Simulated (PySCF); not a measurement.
C4H9NSi2.
Structure used (GFN2-xTB), in Å, numbered top down from 1:
```xyz
16
C4H9NSi2 angstrom
N     -3.5040    1.4313   -1.2189
C     -2.5657    0.8409   -0.9177
C     -1.4083    0.1518   -0.5188
C     -1.4832   -0.6224    0.8196
Si    -0.3362    0.8617    0.8973
C      1.5375    0.6345    0.7973
Si     2.1713   -0.9348   -0.0845
H     -0.9261   -0.3650   -1.3406
H     -2.4502   -0.5851    1.3033
H     -1.1012   -1.6331    0.7763
H     -0.8489    2.0630    1.5397
H      1.9273    0.6447    1.8149
H      1.9659    1.5088    0.3067
H      1.6565   -2.1174    0.6085
H      1.7224   -0.9288   -1.4779
H      3.6351   -0.9411   -0.0490
```

Method used: PySCF, TDDFT PBE0/def2-SVPD, vertical, gas phase, core orbitals frozen in the response.

Each state is given a Gaussian of 0.4 eV full width at half maximum, with ε(max) = 2.175×10⁸ f / Δν̃ (Δν̃ the width in cm⁻¹). The width is an assumption, not a result. The curve ends short of the highest state used, and states not computed would add to its high-energy end.

λ (nm), ε (L mol⁻¹ cm⁻¹) and a bar:
```
    185.2        959 ##
    186.2       1060 ###
    187.3       1360 ###
    188.4       1903 #####
    189.5       2720 #######
    190.5       3707 #########
    191.6       5036 ############
    192.7       6552 ################
    193.8       8145 ####################
    194.8       9542 #######################
    195.9      10879 ##########################
    197.0      11874 #############################
    198.1      12422 ##############################
    199.1      12488 ##############################
    200.2      12094 #############################
    201.3      11270 ###########################
    202.4      10119 ########################
    203.4       8892 #####################
    204.5       7461 ##################
    205.6       6053 ###############
    206.7       4753 ###########
    207.7       3712 #########
    208.8       2747 #######
    209.9       1974 #####
    211.0       1379 ###
    212.0        971 ##
    213.1        644 ##
    214.2        416 #
    215.3        262 #
    216.3        169 
    217.4        102 
    218.5         60 
    219.6         34 
    220.6         20 
    221.7         11 
    222.8          6
```

Question: Where are the band maxima, and which computed states make them?

Answer: 199 nm (6.24 eV), ε about 13000, made up of S2 (36%) and S3 (60%) (ε in L mol⁻¹ cm⁻¹; maxima over ε = 5, shares over 10%). The states used: S1 6.17 eV (f 0.0083); S2 6.21 eV (f 0.067); S3 6.26 eV (f 0.113); S4 6.76 eV (f 0.0002); S5 6.90 eV (f 0.015); S6 7.03 eV (f 0.0067); S7 7.12 eV (f 0.014); S8 7.30 eV (f 0.0023).

Question: Coming from long wavelengths, where does ε first pass 100 L mol⁻¹ cm⁻¹?

Answer: At about 217 nm (5.70 eV), 0.46 eV below S1.

Question: What would ε be at 6.24 eV, the highest of these maxima, with half the width (0.2 eV)?

Answer: About 24100 L mol⁻¹ cm⁻¹ against 12500, a factor of about 1.9; a lone state at its own centre would give exactly 2.

Question: On this curve, what absorbance would a 10⁻⁴ mol/L sample give at 222 nm over a 1 cm path?

Answer: 222 nm is 5.585 eV, where ε is about 9.6 L mol⁻¹ cm⁻¹, so A = ε c l ≈ 0.00096 (Beer–Lambert, with the gas-phase spectrum and the assumed width).

One conformer stands for the species.
